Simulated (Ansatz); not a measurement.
A trace of molecular dynamics of GaH3OS (6 atoms, charge 0, multiplicity 1).

Computed with Ansatz, RKS LDA/def2-SVP.

```yaml
ensemble: NVE (velocity Verlet)
starting_velocities_drawn_for: 300 K
seed: 7970
```

```json
{"time (fs)": "0.0", "T (K)": "300", "potential energy less start (eV)": "0.000", "conserved less start (meV/atom)": "0.00"}
{"time (fs)": "4.0", "T (K)": "177", "potential energy less start (eV)": "0.064", "conserved less start (meV/atom)": "0.09"}
{"time (fs)": "8.0", "T (K)": "170", "potential energy less start (eV)": "0.068", "conserved less start (meV/atom)": "0.09"}
{"time (fs)": "12.0", "T (K)": "133", "potential energy less start (eV)": "0.087", "conserved less start (meV/atom)": "0.14"}
{"time (fs)": "16.0", "T (K)": "66", "potential energy less start (eV)": "0.122", "conserved less start (meV/atom)": "0.18"}
{"time (fs)": "20.0", "T (K)": "144", "potential energy less start (eV)": "0.081", "conserved less start (meV/atom)": "0.12"}
{"time (fs)": "24.0", "T (K)": "185", "potential energy less start (eV)": "0.060", "conserved less start (meV/atom)": "0.05"}
{"time (fs)": "28.0", "T (K)": "164", "potential energy less start (eV)": "0.071", "conserved less start (meV/atom)": "0.07"}
{"time (fs)": "32.0", "T (K)": "242", "potential energy less start (eV)": "0.030", "conserved less start (meV/atom)": "0.04"}
{"time (fs)": "36.0", "T (K)": "141", "potential energy less start (eV)": "0.083", "conserved less start (meV/atom)": "0.11"}
{"time (fs)": "40.0", "T (K)": "144", "potential energy less start (eV)": "0.081", "conserved less start (meV/atom)": "0.12"}
{"time (fs)": "44.0", "T (K)": "157", "potential energy less start (eV)": "0.075", "conserved less start (meV/atom)": "0.14"}
{"time (fs)": "48.0", "T (K)": "113", "potential energy less start (eV)": "0.098", "conserved less start (meV/atom)": "0.14"}
{"time (fs)": "52.0", "T (K)": "213", "potential energy less start (eV)": "0.045", "conserved less start (meV/atom)": "0.08"}
{"time (fs)": "56.0", "T (K)": "220", "potential energy less start (eV)": "0.042", "conserved less start (meV/atom)": "0.08"}
{"time (fs)": "60.0", "T (K)": "197", "potential energy less start (eV)": "0.054", "conserved less start (meV/atom)": "0.10"}
{"time (fs)": "64.0", "T (K)": "293", "potential energy less start (eV)": "0.004", "conserved less start (meV/atom)": "0.08"}
{"time (fs)": "68.0", "T (K)": "212", "potential energy less start (eV)": "0.046", "conserved less start (meV/atom)": "0.14"}
{"time (fs)": "72.0", "T (K)": "268", "potential energy less start (eV)": "0.017", "conserved less start (meV/atom)": "0.12"}
{"time (fs)": "76.0", "T (K)": "362", "potential energy less start (eV)": "-0.031", "conserved less start (meV/atom)": "0.05"}
{"time (fs)": "80.0", "T (K)": "313", "potential energy less start (eV)": "-0.006", "conserved less start (meV/atom)": "0.07"}
{"time (fs)": "84.0", "T (K)": "363", "potential energy less start (eV)": "-0.032", "conserved less start (meV/atom)": "0.06"}
{"time (fs)": "88.0", "T (K)": "305", "potential energy less start (eV)": "-0.002", "conserved less start (meV/atom)": "0.14"}
{"time (fs)": "92.0", "T (K)": "224", "potential energy less start (eV)": "0.040", "conserved less start (meV/atom)": "0.16"}
{"time (fs)": "96.0", "T (K)": "203", "potential energy less start (eV)": "0.051", "conserved less start (meV/atom)": "0.11"}
{"time (fs)": "100.0", "T (K)": "243", "potential energy less start (eV)": "0.029", "conserved less start (meV/atom)": "0.02"}
```

Task: Is this trajectory sound?

Result: The conserved energy stayed within 0.18 meV per atom of its start (net change 0.025 meV per atom), so the integration is sound. A run of 0.1 ps of so small a system gives no equilibrium averages. The orbitals stay closed-shell, which can raise the energy where a bond breaks towards radicals; this wasn't checked here. The time step was 0.5 fs.

Run time: 2.1 min on 2 threads of Arm Neoverse V1, on a shared host, peak memory 0.14 GiB.
